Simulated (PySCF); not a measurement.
Structure from 2D NMR

Compound of formula C4H10O2Si2. Correlations simulated from computed shifts and the bond graph:

HSQC (one-bond C–H):
```csv
δH,δC
8.18,165.0
5.64,111.8
2.10,24.6
```

COSY cross peaks (H two or three bonds apart, from the bond graph; peaks can be absent where the dihedral angle is near 90°):
```csv
δH,δH
5.64,3.91
3.92,2.10
```

HMBC (two and three bonds, from the bond graph):
```csv
δH,δC
8.18,168.1
5.64,"168.1, 24.6"
3.92,"168.1, 24.6"
3.91,"168.1, 111.8"
2.10,"168.1, 111.8"
```

Carbons without hydrogens: δ 168.1.

All values are calculated (PySCF): structure optimised with GFN2-xTB, GIAO PBE0/pcSseg-1 shieldings. Non-relativistic Hamiltonian, no solvent, single conformer, averaged over atoms made equivalent by symmetry, fast rotation or ring inversion.

Shifts are taken against calculated references (same method and geometry level): TMS for ¹H (σref 31.72), ¹³C (σref 186.93).

Exchangeable hydrogens are left out of these lists.

Which molecule is this?

Results:

`O=CO/C(=C\[SiH3])C[SiH3]`.

Atoms are numbered as in `[O:1]=[CH:2][O:3]/[C:4](=[CH:5]\[SiH3:6])[CH2:7][SiH3:8]`. Hydrogens are named by the atom that carries them.

δC 168.1 is C4, an alkene carbon bearing oxygen. δC 165.0 is C2, an ester carbonyl carbon (δH 8.18). δC 111.8 is C5, a β carbon of an enol-ether or enamine type C=C (δH 5.64). δC 24.6 is C7, an allylic sp3 CH2 bonded to Si (δH 2.10). HMBC from δH 8.18 reaches the proton-free carbon C4. HMBC from δH 5.64 reaches the proton-free carbon C4. HMBC from δH 3.92 reaches the proton-free carbon C4. HMBC from δH 3.91 reaches the proton-free carbon C4. COSY links 5.64–3.91, 3.92–2.10.

This is the structure that produced the data.

Shifts are as computed. Against solution values, carbons near 30 ppm lie about +3 ppm off and those near 130 ppm about +5 ppm. Of 1211 compounds with measured shifts, 218 miss one by over three times the rms of a fit or turn the order of signals round; such compounds aren't used in these exercises.
